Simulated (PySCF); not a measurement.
HFeO at several levels of theory

All levels use the PBE0 minimum (sextet; Fe–H 1.641 Å, Fe–O 1.646 Å; H–Fe–O 180.0°), basis [Fe def2-TZVP, O def2-TZVP, H def2-TZVP], no relativity, density fitting, no spin–orbit coupling, PySCF. For vertical energies the ionised species is a septet (spins chosen at PBE0 and kept) and the electron-attached one a quintet. Atomisation goes to high-spin ground-configuration atoms, without zero-point energy. Open shells are unrestricted, also as the reference of the correlated levels. A dash marks a value that was not computed or is not defined at that level.

| level | atomisation (kJ/mol) | vertical IP (eV) | vertical EA (eV) | −ε(HOMO) (eV) | dipole (D) |
| --- | --- | --- | --- | --- | --- |
| PBE0 | ? | ? | ? | ? | ? |
| HF | 195 | 10.59 | 0.84 | 10.34 | 3.59 |
| MP2 | ? | ? | ? | – | – |
| PBE | 759 | 10.30 | 1.91 | 6.72 | 0.66 |

(1) Fill in the row of PBE0.

(2) Fill in the row of MP2.

Results:

(1) atomisation (kJ/mol) 629, vertical IP (eV) 10.46, vertical EA (eV) 1.80, −ε(HOMO) (eV) 8.06, dipole (D) 1.24.

(2) atomisation (kJ/mol) 608, vertical IP (eV) 9.71, vertical EA (eV) 1.60.

Without diffuse functions attachment energies tend to come out too low.

With open d or f shells other occupations or spin states may lie lower.
